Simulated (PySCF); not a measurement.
A GIAO shielding run with PySCF 2.14.0 with density-fitted response routines (density fitting, non-relativistic, gas phase) on `InChI=1S/C4H15FSi3/c5-3(6)1-2-4(7)8/h3-4H,1-2H2,6-8H3/t3-/m1/s1`:

```
$ OMP_NUM_THREADS=1 python probes_run.py task.json out

{"job": {"kind": "nmr", "xc": "PBE0", "basis": "pcSseg-1"}, "charge": 0, "multiplicity": 1}
F      2.348955    -0.460226    -1.621954
C      2.161520     0.137398    -0.374080
Si     3.415295    -0.661523     0.842162
C      0.705759    -0.032164     0.039100
C     -0.254894     0.678262    -0.909096
C     -1.730660     0.470194    -0.557645
Si    -2.278056    -1.351627    -0.700412
Si    -2.210261     1.263724     1.106301
H      2.377526     1.200684    -0.541095
H      3.299708     0.060686     2.109913
H      4.750364    -0.520870     0.266360
H      3.058641    -2.069272     1.001991
H      0.471691    -1.098412     0.059164
H      0.591836     0.361428     1.051000
H     -0.025191     1.749660    -0.900990
H     -0.068405     0.313654    -1.923743
H     -2.302216     1.012205    -1.321419
H     -1.686368    -1.950994    -1.898463
H     -3.738081    -1.394542    -0.807405
H     -1.871965    -2.127287     0.475663
H     -1.733091     0.468430     2.240589
H     -3.667583     1.373855     1.179001
H     -1.619276     2.603722     1.195138
```

Hardware: 1 thread of an Intel Xeon, shared host. The job also computes population analyses, field gradients.

**Question.** How large is the calculation?

**Answer.** 90 electrons, 232 basis functions and 1274 auxiliary functions.

**Question.** How long does it take, and how much memory does it need?

**Answer.** 2.1 min of wall time, with 13 SCF cycles and 4 response iterations; peak memory 1.1 GiB. Times on a shared host scatter by some tens of per cent.
